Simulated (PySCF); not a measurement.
System: ZrBr₄ (charge -1, doublet). The spin state was set by rule; other spins were not relaxed. 
Geometry from a B3LYP-D3(BJ)/def2-TZVP (Ansatz) optimisation:
```
Zr
Br 1 2.5944
Br 1 2.5944 2 101.36
Br 1 2.5944 2 101.36 3 132.13
Br 1 2.5944 2 127.30 3 -113.94
```
Charge -1, spin multiplicity 2.

Dispersion corrections to the total energy (kcal/mol) from the dftd3 and dftd4 libraries through PySCF: D3(BJ) without and D4 with the three-body term, each with the damping fitted for the functional named.

| functional | D3(BJ) | D4 |
|---|---|---|
| TPSS | -7.67 | -7.86 |
| BHLYP | -11.69 | ? |
| B2PLYP | -7.06 | -4.20 |
| TPSSh | ? | -7.17 |
| r2SCAN | -1.69 | -1.37 |
| BLYP | -13.40 | -11.62 |
| B3LYP | -11.60 | ? |

Task: Some entries are withheld; supply them.

Result: 
- BHLYP, D4: -10.68
- TPSSh, D3(BJ): -7.52
- B3LYP, D4: -9.77
